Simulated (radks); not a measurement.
Problem. The zinc ion Zn2+, 28 electrons, occupied as [Ar] 3d9 6s1 (not the ground configuration). Calculated with a radial shooting solver on a logarithmic mesh with Libxc functionals: scalar-relativistic Kohn-Sham, r2SCAN, spin-unpolarised, spherical densities, finite nucleus; meta-GGA in the generalised Kohn-Sham scheme; Fermi nuclear charge, rms radius 3.9283 fm. Some entries of the table are withheld. Estimate them.

| orbital | occ. | eigenvalue (Ry) | r(max) (bohr) | <1/r> (bohr^-1) |
|---|---|---|---|---|
| 1s | 2 | -705.0565 | 0.03291 | 30.22 |
| 2s | 2 | (1) | (2) | 6.603 |
| 2p | 6 | (3) | 0.1522 | 6.463 |
| 3s | 2 | -12.58986 | (4) | 2.098 |
| 3p | 6 | (5) | 0.5912 | 1.946 |
| 3d | 9 | -3.44916 | 0.5622 | 1.600 |
| 6s | 1 | -0.48009 | 8.487 | 0.1643 |

Solution. 
(1) 2s eigenvalue (Ry): -88.77175
(2) 2s r(max) (bohr): 0.1891
(3) 2p eigenvalue (Ry): -77.18709
(4) 3s r(max) (bohr): 0.5867
(5) 3p eigenvalue (Ry): -9.08757
